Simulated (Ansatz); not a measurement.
`[OH][SnH3]` + `[F][InH][Cl]` → `[OH][SnH2][F]` + `[Cl][InH2]`  (redistribution)

Program: Ansatz. Geometries: PBE0-D4/def2-TZVP. ΔE: electronic, gas phase. CCSD(T)/CBS adds triple-zeta CCSD(T) − MP2 to the extrapolated MP2 energy (def2 sets, frozen cores). Functionals use def2-TZVPP. B3LYP here is the variant with VWN-RPA as its local correlation; programs differ in this. HSE06 is defined as in plane-wave codes. Elements past krypton have def2 core potentials. For In, Sn outer-core shells are correlated without core-valence functions, which leaves a few kJ/mol of doubt a bond. Each species was taken in one conformer, which may not be the lowest.

| level | ΔE (kJ/mol) | difference from CCSD(T)/CBS |
| --- | --- | --- |
| LDA (SPW92) | -9.4 | -1.7 |
| B3LYP-D4 | -8.9 | -1.2 |
| HSE06-D4 | -8.4 | -0.7 |
| BHLYP-D4 | -9.7 | -2.0 |
| ωB97X-V | -8.7 | -1.0 |
| ωB97M-V | -9.3 | -1.6 |
| PBE | -7.4 | 0.3 |
| revPBE | -6.7 | 1.0 |
| r2SCAN | -8.6 | -0.9 |
| r2SCANh | -8.9 | -1.2 |
| HSE06 | -8.3 | -0.6 |
| CAM-B3LYP | -9.2 | -1.5 |
| RPA@PBE/def2-TZVPP | -5.8 | 1.9 |
| CCSD(T)/def2-TZVPP | -6.2 | 1.5 |
| SCS-MP2/def2-QZVPP | -8.1 | -0.4 |
| CCSD/CBS(def2) | -8.6 | -0.9 |
| CCSD(T)/CBS | -7.7 | 0 |

Largest T1 diagnostic among the species: 0.015.

In def2-TZVPP, CCSD(T) changes the Hartree–Fock value by +3.7 kJ/mol (the triples alone add +0.9 kJ/mol) and MP2 by +3.7 kJ/mol. Leaving LDA and LC-ωPBE aside and taking each functional with its dispersion term where it has one, the values, not all of them listed here, spread over 3.6 kJ/mol, from B97M-V to revPBE-D4. At CCSD(T), def2-SVP lies +6.5 kJ/mol from the extrapolated value and def2-TZVPP +1.5 kJ/mol.
